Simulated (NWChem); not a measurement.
## Total energies of ammonia borane (H₆BN)

SMILES: [BH3-][NH3+]
```xyz
8

B      0.9250    -0.0703     0.0000
N     -0.7241     0.0551     0.0000
H      1.3318     1.0825     0.0000
H      1.1975    -0.6830    -1.0223
H      1.1975    -0.6830     1.0223
H     -1.0582     0.5584     0.8253
H     -1.1666    -0.8671     0.0000
H     -1.0582     0.5584    -0.8253
```
Charge 0, spin multiplicity 1.

The numbers come from NWChem runs, not from measurements. The geometry was optimised at B3LYP/def2-SVP, a minimum by its harmonic frequencies.

Basis set: STO-3G (16 functions).

```
method     total energy (Ha)
---------  -----------------
RHF                -81.59280
MP2                -81.69407
B2PLYP             -82.00493
PBE                -82.03350
B3LYP              -82.17072
CAM-B3LYP          -82.10720
CCSD(T)            -81.72969
```

Total energies of different functionals aren't comparable as a measure of quality: only differences taken within one method are. 

The correlated methods keep 2 core orbitals frozen. B3LYP has NWChem's definition, with VWN1-RPA local correlation. Coupled-cluster values serve here as a point of comparison, not as the truth.
